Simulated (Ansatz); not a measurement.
Molecule: C₂H₃F₃O₂Si, charge 0, multiplicity 1. 
Geometry from a B3LYP-D3(BJ)/def2-TZVP (Ansatz, a first-principles code) optimisation:
```xyz
11

C     -2.9950    -0.0406    -0.1543
C     -1.6103     0.3006     0.2956
O     -1.3036     1.0454     1.1808
O     -0.6588    -0.3600    -0.4461
Si     0.9473    -0.1794    -0.1769
F      1.4249     1.2981    -0.4065
F      1.6598    -1.1003    -1.2326
F      1.3656    -0.6567     1.2587
H     -3.7204     0.4959     0.4497
H     -3.1115     0.2203    -1.2071
H     -3.1520    -1.1168    -0.0682
```
Charge 0, spin multiplicity 1.

Total electronic energies in hartree. Cores are frozen in the correlated levels unless marked. Spin-orbit coupling is left out. No relativistic terms. CBS(X,Y): correlation extrapolated as X^-3; Hartree-Fock from the larger set. [CCSD(T)-MP2]/basis is that difference in the basis named.

```csv
level,program,energy (Eh)
RI-HF/cc-pV(Q+d)Z,Ansatz,-815.02845
PBE/def2-TZVPD,Ansatz,-817.32347
BLYP-D3(BJ)/def2-TZVPD,Ansatz + dftd3,-817.95706
PBE0-D4/def2-TZVP,Ansatz + dftd4,-817.35955
PBE0/def2-QZVPP,Ansatz,-817.39269
BHLYP-D3(BJ)/def2-TZVPD,Ansatz + dftd3,-817.80515
HSE06/def2-TZVPD,Ansatz,-817.32516
LC-wPBE-D3(BJ)/def2-TZVPD,Ansatz + dftd3,-817.62669
LC-wPBE-D4/def2-TZVPD,Ansatz + dftd4,-817.62948
RPA@PBE/cc-pV(Q+d)Z,Ansatz,(withheld)
CCSD(T)/STO-3G,Ansatz,-804.40173
CCSD(T)/cc-pV(Q+d)Z,Ansatz,-816.87587
"RI-MP2/CBS(cc-pV(T+d)Z,cc-pV(Q+d)Z)+[CCSD(T)-MP2]/cc-pV(D+d)Z",Ansatz,-816.9660
"RI-MP2/CBS(cc-pV(T+d)Z,cc-pV(Q+d)Z)+[CCSD(T)-MP2]/cc-pV(Q+d)Z",Ansatz,-816.9756
"CCSD(T)/CBS(cc-pV(T+d)Z,cc-pV(Q+d)Z)",Ansatz,-816.9736
```

Question: Complete the blanks.

Answer: 
- RPA@PBE/cc-pV(Q+d)Z, energy (Eh): -817.66087
